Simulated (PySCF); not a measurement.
Bonds broken one at a time in the series B I-H. Gas-phase values, no solvent. Strings in code marks are SMILES.

The four lowest singlet excitations (Tamm–Dancoff). These are PBE0-D3(BJ)/def2-TZVP (PySCF) values and carry that method's errors. Excitations are Tamm–Dancoff values on a coarser integration grid. The basis has no diffuse functions, so Rydberg states are missing or too high.

```
state  energy (eV)  wavelength (nm)  oscillator strength
-----  -----------  ---------------  -------------------
S1            3.86              321                0.000
S2            5.46              227                0.136
S3            5.86              211                0.000
S4            6.71              185                0.010
```

**Question.** Which member gives these states?
(A) `IB(I)I`
(B) `IBI`
(C) `BI`

**Answer.** C, `BI`
